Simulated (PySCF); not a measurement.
```xyz
4

F     -1.1427    -1.3870     0.0011
Ga    -0.0877    -0.0172    -0.0009
F     -0.8404     1.5389     0.0043
Cl     1.9973    -0.2320    -0.0074
```

Charge 0, multiplicity 1.

Question: Give the Mulliken and meta-Löwdin atomic charges from PBE0-D4/def2-TZVP in PySCF.

Answer: 
```tsv
atom	Mulliken (e)	meta-Löwdin (e)
F1	-0.34	-0.48
Ga2	0.87	1.20
F3	-0.34	-0.48
Cl4	-0.19	-0.23
```
